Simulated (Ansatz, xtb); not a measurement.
**Two isomers of ClGeH5OSi**

Structure a is `O[Si@H](Cl)[GeH3]`, a singlet and structure b is `[SiH3][O][GeH2][Cl]`, a singlet. Both are isolated molecules in the gas phase, relaxed with PBE0-D3(BJ)/pcseg-1; the shapes shown needn't be the lowest conformers.

a (Å):

| atom | x (Å) | y (Å) | z (Å) |
| --- | --- | --- | --- |
| Cl | -0.6079 | 0.2370 | -1.3780 |
| Ge | 2.8010 | 0.8886 | -0.2843 |
| O | 0.7425 | -1.3608 | 0.8785 |
| Si | 0.6139 | 0.1916 | 0.3071 |
| H | -0.0661 | -1.8114 | 1.1525 |
| H | -0.0758 | 1.0735 | 1.2910 |
| H | 3.7103 | 0.8644 | 0.9530 |
| H | 2.7374 | 2.3207 | -0.8351 |
| H | 3.3637 | -0.0496 | -1.3589 |

b (Å):

```xyz
9

Cl    1.7541    0.4089   -1.9981
Ge    0.1118   -0.6695   -1.0724
O     0.0199   -0.1696    0.6408
Si    0.0937    1.3384    1.3584
H    -0.7058    2.3270    0.5728
H     1.5019    1.8173    1.4461
H    -0.4811    1.1972    2.7232
H    -1.1616   -0.2397   -1.8026
H     0.4519   -2.1556   -1.0808
```

Estimate E(b) − E(a) at the level CCSD(T)/def2-SVP + ΔMP2/def2-TZVPP.

Too close to call at this level: CCSD(T)/def2-SVP + ΔMP2/def2-TZVPP gives E(b) − E(a) = −0.032 eV.

The same difference at several levels:

```tsv
level	geometry	E(b) − E(a) (eV)	departure from the last row (eV)	job, with rough time for the two
GFN2-xTB	GFN2-xTB	−0.990	−0.958	optimisation, 0.25 s
HF/STO-3G	GFN2-xTB	−0.044	−0.012	single point, 0.46 s
r2SCAN-D4/def2-SVP	GFN2-xTB	+0.038	+0.070	single point, 2.5 s
PBE0-D3(BJ)/pcseg-1	PBE0-D3(BJ)/pcseg-1	+0.280	+0.312	optimisation, 82 s
HF/def2-SVP	PBE0-D3(BJ)/pcseg-1	−0.316	−0.284	part of the CCSD(T) run
MP2/def2-SVP	PBE0-D3(BJ)/pcseg-1	−0.210	−0.179	part of the CCSD(T) run
CCSD(T)/def2-SVP	PBE0-D3(BJ)/pcseg-1	−0.192	−0.160	single point
CCSD(T)/def2-SVP + ΔMP2/def2-TZVPP	PBE0-D3(BJ)/pcseg-1	−0.032		single point, 24 s
```

As drawn, b has 1 Ge–O, 1 Cl–Ge, 2 Si–H in place of 1 Cl–Si, 1 Ge–Si, 1 O–H, 1 Ge–H.

The largest departure from CCSD(T)/def2-SVP + ΔMP2/def2-TZVPP is that of GFN2-xTB, 0.958 eV. The last row adds to CCSD(T) the change of the MP2 difference between the two basis sets, here +0.160 eV, a large step that makes the value less sure.

With harmonic frequencies from PBE0-D3(BJ)/pcseg-1 (ideal gas, rigid rotor, one conformer each, 600 K, 1 atm): on the last row, ΔE + ΔZPE = −0.066 eV. A mode under 50 cm⁻¹ makes harmonic enthalpies and free energies unreliable, so none is given.

The correlated steps freeze 20 core orbitals; the filled d shell of Ge is correlated, in a basis made for valence electrons. Programs: Ansatz 0.2.0, xtb 6.7.1; the last row on 2 threads of Intel(R) Xeon(R) Gold 6455B (Sapphire Rapids) on a shared host.
